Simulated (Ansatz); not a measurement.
Coupled-cluster run, `C[O][GeH]`.

```yaml
crystal:
  periodic: [false, false, false]
  atoms:
    - {symbol: C, position_ang: [-0.420677, 0.662677, -0.094773]}
    - {symbol: O, position_ang: [-0.623533, -0.712380, -0.309833]}
    - {symbol: Ge, position_ang: [0.521917, -2.037033, -0.026548]}
    - {symbol: H, position_ang: [-0.553381, 1.202436, -1.037411]}
    - {symbol: H, position_ang: [0.582390, 0.869001, 0.296259]}
    - {symbol: H, position_ang: [-1.163942, 1.033535, 0.617631]}
    - {symbol: H, position_ang: [1.718526, -1.086336, 0.508975]}
basis:
  gaussian: {orbitals: def2-SVP}
correlation: {method: ccsd_t}
```

```sh
$ ansatz run in.yaml --threads 2 --pin off --events-out ev --progress --plain
```

Log, shortened:

```
Functional definition: HF
796 factors; integrals over basis functions are off by at most 1.2e-3 eV
mean field evaluation 1: about -59592.2241 eV, gradient 2.9e1 eV
mean field evaluation 2: about -59592.2618 eV, gradient 2.9e1 eV
mean field evaluation 4: about -59594.3023 eV, gradient 3.0e0 eV
mean field evaluation 8: about -59594.3355 eV, gradient 1.7e-1 eV
mean field evaluation 16: about -59594.2881 eV, gradient 5.1e-1 eV
mean field -59594.33564127 eV, -2190.0514403250 hartree, gradient 8.4e-6 eV, S^2 0.000000; 0 other end points of the search recorded, 0 dependent functions left out
11 core orbitals not correlated: weight in the atoms' cores, before any rotation towards them, 1.000 or more for the frozen orbitals, at most 0.000 for the correlated occupied ones
reference -59594.33564127 eV, -2190.0514403250 hartree; 14, 14 occupied and 55, 55 virtual orbitals, 796 factors
second order -14.77439054 eV of doubles, -0.00000000 eV of singles
cycle   1  -14.82734522 eV  change   -5.3e-2 eV  update   1.1e-1
cycle   2  -15.32100902 eV  change   -4.9e-1 eV  update   3.8e-2
cycle   3  -15.46337682 eV  change   -1.4e-1 eV  update   2.5e-2
cycle   4  -15.44734678 eV  change    1.6e-2 eV  update   8.0e-3
cycle   5  -15.44640338 eV  change    9.4e-4 eV  update   4.4e-3
cycle   6  -15.44754502 eV  change   -1.1e-3 eV  update   1.4e-3
cycle   7  -15.44686499 eV  change    6.8e-4 eV  update   5.2e-4
cycle   8  -15.44690344 eV  change   -3.8e-5 eV  update   1.4e-4
cycle   9  -15.44695922 eV  change   -5.6e-5 eV  update   5.1e-5
cycle  10  -15.44694399 eV  change    1.5e-5 eV  update   1.9e-5
perturbative correction -0.44404577 eV, -0.0163183812 hartree
Total energy: -59610.22663103 eV, -2190.6354234276 hartree
```

It took 2.9 s on 2 threads of a server CPU on a shared host, with 0.23 GiB of host memory at the peak.

MP2 recovers 93.0 % of the CCSD(T) correlation energy and the triples give 2.8 %; T1 = 0.0167.
